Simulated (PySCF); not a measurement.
Species: SnFH3.
Cartesian coordinates in Å at the PBE0-D3(BJ)/def2-SVP level; atoms count from 1:
```
atom  x, y, z in Å
Sn1    0.014   -0.022   -0.134
F2     0.020   -0.051    1.809
H3     1.661   -0.036   -0.585
H4    -0.784    1.428   -0.559
H5    -0.836   -1.429   -0.594
```

The calculation used PySCF, PBE0-D3(BJ)/def2-SVP geometry optimisation, gas phase, def2 core potentials past Kr.

Take the most abundant isotopes and a rigid rotor. 

(1) Give the principal moments of inertia and the rotational constants in GHz.

(2) Classify the top.

(3) Where do the R-branch lines fall?

Answers

(1) Ia = 8.22, Ib = 67.55, Ic = 67.58 u·Å²; 505379 MHz·u·Å²/I gives 61467, 7482 and 7478 MHz, that is A = 61.467, B = 7.4820, C = 7.4783 GHz.

(2) A prolate symmetric top, as the point group C3v requires two equal moments; the computed ones differ by 0.05 % because the geometry is symmetric only within the optimiser's tolerance: κ = (2 × 7482 − 61467 − 7478)/(61467 − 7478) = -1.00.

(3) The dipole of 2.75 D lies along the symmetry axis, so ΔK = 0 and J+1 ← J falls at 2B(J+1) for every K: 14.96 GHz, 29.92 GHz, 44.88 GHz, 59.84 GHz, 74.80 GHz for J = 0 to 4.

PBE0-D3(BJ)/def2-SVP frequencies: not computed here. Zero-point vibration and centrifugal distortion are left out.
